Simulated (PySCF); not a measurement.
How methods differ on the excitation energy of He

He 1s2 (1S) → He 1s1 2s1 (3S), as a difference of total energies. Calculation: PySCF 2.14, in dyall-acv3z (10s3p2d, 29 functions); scalar relativity by spin-free X2C-1e. Correlated levels: valence: nothing frozen; virtual orbitals above 40 to 60 times the deepest correlated orbital energy dropped. The calculations carry no spin-orbit coupling.

| method | excitation energy (eV) |
| --- | --- |
| UHF | 18.794 |
| LDA | 19.519 |
| PBE | 19.553 |
| PBE0 | 19.553 |
| r2SCAN | 19.906 |
| HSE06 | 19.580 |
| MN15 | 20.448 |
| TPSS | 19.912 |
| r2SCAN0 | 19.851 |
| MP2 (valence) | 19.703 |
| SCS-MP2 (valence) | 19.902 |

Errors of the correlated levels include the incompleteness of this basis.

The promoted electron is Rydberg-like, and one or two diffuse shells describe it only roughly, which tends to raise the upper state.

**Question.** Which method comes closest to the reference value, and which is furthest?

**Answer.** The reference is 19.820 eV (measured; NIST levels). Closest: r2SCAN0 (error 0.031 eV); furthest: UHF (error -1.026 eV).
